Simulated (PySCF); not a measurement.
A side-by-side comparison of computed properties.

First species: propionyl chloride, C3H5ClO.
Z-matrix (Å and degrees, GFN2-xTB geometry), rows numbered from 1:
```
C 
C   1  1.5242
C   2  1.4914  1  111.55
O   3  1.1819  2  129.18  1    -0.12
Cl  3  1.7813  2  111.20  1   179.82
H   1  1.0864  2  110.06  3  -179.67
H   1  1.0867  2  110.41  3    60.13
H   1  1.0867  2  110.41  3   -59.42
H   2  1.0925  1  110.97  3  -120.60
H   2  1.0925  1  111.07  3   120.58
```

Second species: C₇H₁₂O₂S.
InChI=1S/C7H12O2S/c1-10(8,9)6-5-7-3-2-4-7/h5-7H,2-4H2,1H3/b6-5-

Levels: PBE0/pcSseg-1 for dipole moment, HOMO energy, LUMO energy and HOMO–LUMO gap; GFN2-xTB for rotational constant A and rotational constant C. Geometries: GFN2-xTB. Each structure is a single optimised conformer of the isolated species, non-relativistic unless stated. Electronic properties by PySCF.

Dipoles, sizes and rotational constants follow the conformer. The torsions of the flexible species, by atom-mapped SMILES:
- `[CH3:1][CH2:2][C:3](=[O:4])[Cl:5]`: C1–C2–C3–O4 0°
- `[CH3:1][S:2](=[O:3])(=[O:4])/[CH:5]=[CH:6]\[CH:7]1[CH2:8][CH2:9][CH2:10]1`: C1–S2–C5–C6 -177°, C5–C6–C7–C8 -161°

Which of the two has the higher HOMO energy, and by how much?

The second: -7.65 eV against -8.59 eV, a difference of 0.94 eV.

Which has the higher HOMO–LUMO gap?

The first: 7.62 eV against 6.83 eV, a difference of 0.79 eV.

Which has the higher dipole moment?

The second: 3.75 D against 2.95 D, a difference of 0.80 D.

Which has the higher LUMO energy?

The second: -0.82 eV against -0.97 eV, a difference of 0.15 eV.

Which of the two has the higher rotational constant A, and by how much?

The first: 8.892 GHz against 2.754 GHz, a difference of 6.138 GHz.

Which has the higher rotational constant C?

The first: 1.955 GHz against 0.628 GHz, a difference of 1.327 GHz.

On the first: The dipole matches unit charges of opposite sign 0.62 Å apart (1 e·Å = 4.8032 D).

On the second: The dipole matches unit charges of opposite sign 0.78 Å apart (1 e·Å = 4.8032 D). A dipole of 3.75 D is allowed in C1, and pure rotational transitions are dipole-allowed.
